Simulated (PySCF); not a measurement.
Job for PySCF: R-BP86/6-31G* on CH5FS (a complex), monomers drawn apart or pushed together.

```python
from pyscf import gto, scf, dft, mp
from pyscf.data.elements import chemcore

mol = gto.M(
    atom='''
    F     0.31125763    0.51762906   -0.58608291
    H     0.47660562    0.05954985    0.22383835
    C     0.26876620    1.04263806    3.66681472
    S     0.66613841   -0.66488723    3.15896234
    H    -0.09840121    1.06356032    4.68973190
    H     1.20319817    1.59725582    3.60973067
    H    -0.45082489    1.48948269    2.98582662
    H    -0.58091396   -1.16027845    3.22613058
    ''',
    basis='6-31g*',
    cart=True,
    charge=0, spin=0, verbose=3, max_memory=1800)
mf = dft.RKS(mol, xc='b88,p86')
mf.conv_tol = 1e-8
mf.max_cycle = 100
mf.kernel()
if not mf.converged:
    mf = mf.newton().run(mf.mo_coeff, mf.mo_occ)
```

Output:

```
converged SCF energy = -539.141696738299
```

The calculation finished and met its thresholds.

Cost: very roughly 3 core-seconds.
